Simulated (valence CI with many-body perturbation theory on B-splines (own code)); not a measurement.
## Os63+: electric-dipole lines

Method: relativistic CI+MBPT: three valence electrons over a frozen Dirac-Fock core [Ne], a basis of 11 s, 11 p, 10 d, 8 f, 5 g, 2 h functions for each j, with the one-electron correlation potential Σ1 (screened to all orders), the two-electron term Σ2, the three-electron term Σ3, Breit, model QED; selected single and double excitations, second order for the rest, scaled by the run's own slope (own B-spline code, finite nucleus).

The last digits are not significant, and no measured levels were compared; by estimate large intervals hold to a few tenths of a per cent, small ones and those within an open d or f shell to about a per cent.

Lines 151 to 200 of 591 in falling wavelength, among levels below 3504.4 eV, chosen from the strongest by gf and those to the six lowest levels. Wavelengths and rates use the calculated energies. Electric multipoles are in the length gauge, E1 and E2 with the static RPA response of the core. Weak lines are less certain than strong ones. Lines between different terms over intervals too small for the method are left out, as are lines whose strength nearly cancels. The highest levels of a list are the least certain.

Levels are named by their leading jj configuration (3d3/2^4 stands for four electrons in 3d with j = 3/2), which in mixed levels can hold well under half, so a name can repeat and another be missing. Letters in brackets count levels of one name in rising energy.

| λ vac (nm) | Upper | Lower | A (s⁻¹) | S (a.u.) with core polarisation | S without |
| --- | --- | --- | --- | --- | --- |
| 3.848 | (3s 3d3/2 3d5/2) J=7/2 [a] | (3s 3p3/2 3d3/2) J=5/2 [a] | 2.74e+11 | 6.16e-02 | 6.24e-02 |
| 3.842 | (3p3/2 3d5/2^2) J=1/2 | (3p3/2^2 3d5/2) J=1/2 | 6.19e+11 | 3.46e-02 | 3.51e-02 |
| 3.840 | (3p3/2^2 3d5/2) J=3/2 | (3p3/2^3) J=3/2 | 4.87e+11 | 5.44e-02 | 5.51e-02 |
| 3.836 | (3p1/2 3d3/2 3d5/2) J=3/2 [a] | (3p1/2 3p3/2 3d3/2) J=3/2 [a] | 1.82e+11 | 2.02e-02 | 2.05e-02 |
| 3.835 | (3p3/2 3d5/2^2) J=3/2 [a] | (3p3/2^2 3d5/2) J=5/2 [a] | 3.55e+11 | 3.95e-02 | 4.00e-02 |
| 3.835 | (3p1/2 3d3/2 3d5/2) J=1/2 | (3p1/2 3p3/2 3d3/2) J=1/2 [a] | 2.75e+11 | 1.53e-02 | 1.55e-02 |
| 3.831 | (3s 3d5/2^2) J=1/2 | (3s 3p3/2 3d5/2) J=3/2 [b] | 4.38e+11 | 2.43e-02 | 2.46e-02 |
| 3.830 | (3p3/2 3d5/2^2) J=5/2 [b] | (3p3/2^2 3d5/2) J=5/2 [a] | 3.17e+11 | 5.28e-02 | 5.34e-02 |
| 3.829 | (3p1/2 3p3/2 3d5/2) J=3/2 [b] | (3p1/2 3p3/2^2) J=1/2 | 2.10e+11 | 2.33e-02 | 2.36e-02 |
| 3.826 | (3d3/2^2 3d5/2) J=3/2 | (3p3/2 3d3/2^2) J=3/2 [a] | 1.82e+11 | 2.02e-02 | 2.04e-02 |
| 3.826 | (3p3/2 3d3/2 3d5/2) J=1/2 [b] | (3p3/2^2 3d3/2) J=3/2 [b] | 4.16e+11 | 2.30e-02 | 2.33e-02 |
| 3.824 | (3p3/2 3d3/2 3d5/2) J=5/2 [c] | (3p3/2^2 3d3/2) J=5/2 | 2.52e+11 | 4.18e-02 | 4.23e-02 |
| 3.823 | (3p1/2 3d3/2 3d5/2) J=5/2 [a] | (3p1/2 3p3/2 3d3/2) J=5/2 [a] | 1.20e+11 | 1.99e-02 | 2.02e-02 |
| 3.822 | (3p3/2 3d3/2 3d5/2) J=9/2 [b] | (3p3/2^2 3d3/2) J=7/2 | 6.03e+11 | 1.66e-01 | 1.68e-01 |
| 3.818 | (3p1/2 3d3/2 3d5/2) J=7/2 [b] | (3p1/2 3p3/2 3d3/2) J=5/2 [b] | 2.85e+11 | 6.27e-02 | 6.35e-02 |
| 3.815 | (3d3/2 3d5/2^2) J=3/2 [a] | (3p3/2 3d3/2 3d5/2) J=5/2 [b] | 1.90e+11 | 2.08e-02 | 2.11e-02 |
| 3.815 | (3p3/2 3d5/2^2) J=3/2 [b] | (3p3/2^2 3d5/2) J=5/2 [b] | 2.98e+11 | 3.26e-02 | 3.30e-02 |
| 3.811 | (3p3/2 3d3/2 3d5/2) J=3/2 [b] | (3p3/2^2 3d3/2) J=1/2 | 2.51e+11 | 2.75e-02 | 2.78e-02 |
| 3.810 | (3d3/2 3d5/2^2) J=3/2 [a] | (3p3/2 3d3/2 3d5/2) J=3/2 [a] | 2.65e+11 | 2.89e-02 | 2.93e-02 |
| 3.806 | (3s^2 3d5/2) J=5/2 | (3s^2 3p3/2) J=3/2 | 3.24e+11 | 5.29e-02 | 5.35e-02 |
| 3.806 | (3s 3p1/2 3d5/2) J=7/2 | (3s 3p1/2 3p3/2) J=5/2 | 2.17e+11 | 4.71e-02 | 4.77e-02 |
| 3.804 | (3d3/2 3d5/2^2) J=3/2 [b] | (3p3/2 3d3/2 3d5/2) J=5/2 [d] | 3.87e+11 | 4.20e-02 | 4.26e-02 |
| 3.804 | (3s 3p3/2 3d5/2) J=5/2 [b] | (3s 3p3/2^2) J=3/2 | 5.72e+11 | 9.32e-02 | 9.44e-02 |
| 3.801 | (3p3/2^2 3d5/2) J=5/2 [b] | (3p3/2^3) J=3/2 | 6.70e+11 | 1.09e-01 | 1.10e-01 |
| 3.798 | (3p1/2 3d3/2 3d5/2) J=3/2 [b] | (3p1/2 3p3/2 3d3/2) J=1/2 [b] | 1.68e+11 | 1.82e-02 | 1.84e-02 |
| 3.796 | (3s 3d5/2^2) J=5/2 | (3s 3p3/2 3d5/2) J=3/2 [a] | 7.77e+10 | 1.26e-02 | 1.27e-02 |
| 3.795 | (3p1/2 3p3/2 3d5/2) J=5/2 [b] | (3p1/2 3p3/2^2) J=3/2 | 5.12e+11 | 8.29e-02 | 8.39e-02 |
| 3.790 | (3d3/2 3d5/2^2) J=7/2 [a] | (3p3/2 3d3/2 3d5/2) J=7/2 [a] | 1.77e+11 | 3.80e-02 | 3.85e-02 |
| 3.777 | (3p3/2 3d5/2^2) J=3/2 [b] | (3p3/2^2 3d5/2) J=3/2 | 6.81e+11 | 7.24e-02 | 7.34e-02 |
| 3.772 | (3s 3d3/2 3d5/2) J=5/2 [a] | (3s 3p3/2 3d3/2) J=3/2 [a] | 2.72e+11 | 4.32e-02 | 4.38e-02 |
| 3.771 | (3s 3p3/2 3d5/2) J=7/2 [a] | (3s 3p3/2^2) J=5/2 | 3.41e+11 | 7.23e-02 | 7.32e-02 |
| 3.767 | (3d3/2 3d5/2^2) J=1/2 | (3p3/2 3d3/2 3d5/2) J=3/2 [a] | 1.99e+11 | 1.05e-02 | 1.06e-02 |
| 3.762 | (3p1/2^2 3d5/2) J=5/2 | (3p1/2^2 3p3/2) J=3/2 | 1.32e+11 | 2.08e-02 | 2.11e-02 |
| 3.760 | (3p1/2 3p3/2 3d5/2) J=7/2 [b] | (3p1/2 3p3/2^2) J=5/2 | 3.90e+11 | 8.20e-02 | 8.30e-02 |
| 3.760 | (3s 3p1/2 3d5/2) J=5/2 [a] | (3s 3p1/2 3p3/2) J=3/2 [a] | 3.00e+11 | 4.72e-02 | 4.78e-02 |
| 3.758 | (3d3/2 3d5/2^2) J=1/2 | (3p3/2 3d3/2 3d5/2) J=1/2 [a] | 2.45e+11 | 1.28e-02 | 1.30e-02 |
| 3.754 | (3s 3d5/2^2) J=5/2 | (3s 3p3/2 3d5/2) J=7/2 [a] | 8.39e+10 | 1.31e-02 | 1.33e-02 |
| 3.753 | (3p1/2 3d5/2^2) J=1/2 | (3p1/2 3p3/2 3d5/2) J=3/2 [b] | 4.83e+11 | 2.52e-02 | 2.55e-02 |
| 3.751 | (3d3/2 3d5/2^2) J=11/2 | (3p3/2 3d3/2 3d5/2) J=11/2 | 1.22e+11 | 3.82e-02 | 3.87e-02 |
| 3.747 | (3s 3p3/2 3d5/2) J=3/2 [b] | (3s 3p3/2^2) J=1/2 | 2.77e+11 | 2.88e-02 | 2.91e-02 |
| 3.747 | (3p1/2 3d5/2^2) J=9/2 | (3p1/2 3p3/2 3d5/2) J=9/2 | 1.13e+11 | 2.93e-02 | 2.96e-02 |
| 3.746 | (3d3/2 3d5/2^2) J=3/2 [b] | (3p3/2 3d3/2 3d5/2) J=3/2 [c] | 1.02e+11 | 1.06e-02 | 1.07e-02 |
| 3.739 | (3d3/2 3d5/2^2) J=5/2 [a] | (3p3/2 3d3/2 3d5/2) J=5/2 [a] | 1.04e+11 | 1.61e-02 | 1.63e-02 |
| 3.734 | (3p1/2 3d5/2^2) J=5/2 | (3p1/2 3p3/2 3d5/2) J=5/2 [a] | 3.08e+11 | 4.75e-02 | 4.81e-02 |
| 3.733 | (3p3/2 3d3/2 3d5/2) J=5/2 [c] | (3p3/2^2 3d3/2) J=3/2 [a] | 2.09e+11 | 3.22e-02 | 3.26e-02 |
| 3.722 | (3s 3d3/2 3d5/2) J=3/2 [a] | (3s 3p3/2 3d3/2) J=1/2 [a] | 2.56e+11 | 2.60e-02 | 2.64e-02 |
| 3.716 | (3p1/2 3d5/2^2) J=3/2 | (3p1/2 3p3/2 3d5/2) J=3/2 [a] | 3.13e+11 | 3.17e-02 | 3.21e-02 |
| 3.713 | (3d3/2 3d5/2^2) J=7/2 [b] | (3p3/2 3d3/2 3d5/2) J=7/2 [b] | 2.45e+11 | 4.95e-02 | 5.02e-02 |
| 3.711 | (3p1/2 3d5/2^2) J=7/2 | (3p1/2 3p3/2 3d5/2) J=7/2 [a] | 1.22e+11 | 2.46e-02 | 2.49e-02 |
| 3.701 | (3s 3d5/2^2) J=1/2 | (3s 3p3/2 3d5/2) J=1/2 | 2.12e+11 | 1.06e-02 | 1.08e-02 |
